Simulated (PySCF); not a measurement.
C₄H₄ClI, SMILES C=C/C(Cl)=C\I.

Geometry: PBE0-D3(BJ)/def2-SVP. The def2 effective core potentials stand for the cores of I; spin–orbit coupling is left out. One conformer was computed; it need not be the lowest.

Two levels are set side by side: TDA-PBE/def2-SVPD (PySCF) and TDA-ωB97X/def2-SVPD (PySCF). Vertical, same geometry. The lowest singlet is HOMO→LUMO+1 99 % with PBE and HOMO→LUMO+1 85 % with the other functional; states are paired by order. Differences are taken from unrounded values.

```
quantity                               TDA-ωB97X
-------------------------------------  ---------
lowest singlet excitation (eV)              4.70
lowest triplet excitation (TDA) (eV)        3.01
first bright state (f over 0.05) (eV)       5.36
its oscillator strength                     0.56
```

What does TDA-PBE give, and how far is it from TDA-ωB97X? (An estimate is asked for; the answer gives what the named calculation found.)


| quantity | TDA-PBE | TDA-PBE minus TDA-ωB97X |
|---|---|---|
| lowest singlet excitation (eV) | 3.97 | -0.73 |
| lowest triplet excitation (TDA) (eV) | 2.78 | -0.23 |
| first bright state (f over 0.05) (eV) | 4.20 | -1.16 |
| its oscillator strength | 0.23 | -0.33 |

Functionals without exact exchange tend to place singlet excitations lower, as here. Differences between two approximate levels are no errors against the true value.

Rough cost on one machine, each run with all the roots and properties that it gave: TDA-ωB97X against TDA-PBE about 4 times.
